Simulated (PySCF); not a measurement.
## A search over the determinants of SeO

Unrestricted PBE0; basis Se pcseg-1, O pcseg-1; no relativity; PySCF 2.14. Outer shells of the fragments: Se 3d10 4s2 4p4; O 2s2 2p4.

Followed along the bond (rough minima from three points):

```json
{"2Ms+1": "3", "unpaired": "π ↑↑", "⟨S²⟩ at the start": "2.01", "R at minimum (Å)": "1.67", "Te (eV)": "0.00"}
{"2Ms+1": "1", "unpaired": "π ↑↓", "⟨S²⟩ at the start": "1.01", "R at minimum (Å)": "1.67", "Te (eV)": "0.31"}
{"2Ms+1": "1", "unpaired": "none", "⟨S²⟩ at the start": "0.02", "R at minimum (Å)": "1.67", "Te (eV)": "1.25"}
{"2Ms+1": "5", "unpaired": "σ ↑, π ↑↑↑", "⟨S²⟩ at the start": "6.01", "R at minimum (Å)": "none in the scan", "Te (eV)": "≤ 4.71"}
```

Solutions found at the starting distance of 1.715 Å, counted from the lowest of them; the search is not exhaustive and high or unbound solutions are not listed, so other states can lie among these:

```csv
2Ms+1,unpaired,term,E (eV),⟨S²⟩,⟨Lz²⟩,μ (D)
3,π ↑↑,³Σ⁻,0.00,2.01,0.00,-2.36
1,π ↑↓,mixed,0.31,1.01,2.01,-2.39
1,none,mixed,1.25,0.02,2.00,-2.40
3,π ↑↑,mixed,3.21,2.01,2.01,-0.99
3,"σ ↑, π ↑",³Π,4.57,2.11,1.03,-1.72
3,"σ ↑, π ↑",³Π,4.63,2.01,1.00,-1.56
1,"σ ↓, π ↑",mixed,4.88,1.12,1.04,-1.58
1,"σ ↓, π ↑",mixed,4.96,1.01,1.00,-1.65
5,"σ ↑, π ↑↑↑",⁵Π,5.89,6.01,1.00,-0.55
3,"σ ↑, π ↑↑↓",mixed,6.72,3.01,3.02,-0.61
5,"σ ↑↑, π ↑↑",⁵Σ⁻,6.92,6.01,0.00,-1.10
1,"σ ↓↓, π ↑↑",mixed,8.29,2.01,0.00,-1.10
```

A term symbol is given only where ⟨S²⟩ and ⟨Lz²⟩ are close to those of a pure state; real π, δ and φ orbitals otherwise mix terms. A positive dipole means Se(−)O(+).

Spin–orbit coupling is left out. Counting both spins, an empty level lies below a filled one in some of these solutions, because spin and occupation are held.
